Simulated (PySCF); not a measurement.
C₈H₁₂O₂.
SMILES: `COC(=O)[C@@H]1CC=CCC1`

The closed-shell ground state was solved at several levels (PySCF, density fitting, gas phase, non-relativistic). The structure is a single PBE0-D3(BJ)/def2-SVP conformer in the gas phase; no vibrational or solvent corrections.

| level | basis functions | total energy (Eh) | HOMO (eV) | LUMO (eV) | gap (eV) | dipole (D) |
| --- | --- | --- | --- | --- | --- | --- |
| PBE0/pcSseg-1 | 230 | -461.9380 | -7.07 | 0.27 | 7.34 | 1.90 |
| B97-2/pcSseg-1 | 230 | -462.3074 | -6.83 | 0.20 | 7.03 | 1.90 |

**Question.** What might wB97X-D/def2-SVPD (302 basis functions) give for the same quantities?

**Answer.** Total energy -462.0608 Eh, HOMO -8.93 eV, LUMO 1.99 eV, gap 10.92 eV, dipole 2.00 D.

**Question.** Over all these levels, which gives the widest orbital gap and which the narrowest?

**Answer.** wB97X-D/def2-SVPD (range-separated hybrid) has the widest, 10.92 eV, and B97-2/pcSseg-1 (global hybrid, 21 % exact exchange) the narrowest, 7.03 eV. Functional and basis both differ between the two, so the spread mixes both effects.

**Question.** How far do the dipole and the HOMO energy spread over the levels?

**Answer.** The dipole runs from 1.90 to 2.00 D (mean 1.93 D) and the HOMO from -8.93 to -6.83 eV.

The pairwise dispersion term of wB97X-D wasn't added to the energies; at a given geometry it leaves orbitals and properties as they are.
